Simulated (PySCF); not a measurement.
CH3F2MoNS, SMILES C[N]=[Mo]([F])([F])=[S], multiplicity 1.

Coordinates come from a B3LYP-D3(BJ)/def2-SVP optimisation. The multiplicity is an assumed one; no other spin state was optimised. The structure was generated by enumeration; whether it is a known compound was not checked. The def2 effective core potentials stand for the cores of Mo; spin–orbit coupling is left out.

Level of theory: PBE/def2-TZVP in PySCF.

The molecule is in vacuum.

* **total energy**: -760.64390 hartree
* **point group**: Cs
* **highest occupied level**: -6.49 eV
* **lowest empty level**: -3.51 eV
* **orbital gap**: 2.98 eV
* **dipole moment**: 2.92 D
* **quadrupole, principal values (traceless, Buckingham form, about the centre of nuclear charge)**: -6.94, -4.23, 11.17 D·Å
* **mean static polarisability**: 81.8 bohr³ (12.12 Å³)
* **polarisability, principal values**: 60.0, 81.1, 104.3 bohr³
